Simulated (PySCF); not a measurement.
B(CCH)(Cl)(OH) (C2H2BClO), SMILES C#CB(O)Cl. Coordinates come from a PBE0-D3(BJ)/def2-SVP optimisation. The values are those of a single conformer.

Computed equilibrium geometry at PBE0-D3(BJ)/def2-SVP (PySCF confirms it by a frequency run) as Cartesian coordinates in Å, and its point group (one conformer of several):
point group Cs.
```xyz
7

B     -0.3857     0.0601     0.0000
C      0.1765    -1.3652     0.0000
C      0.6047    -2.5039     0.0000
H      0.9948    -3.5065     0.0000
Cl     0.7134     1.4332     0.0000
O     -1.7056     0.3178     0.0000
H     -2.2366    -0.4867     0.0000
```
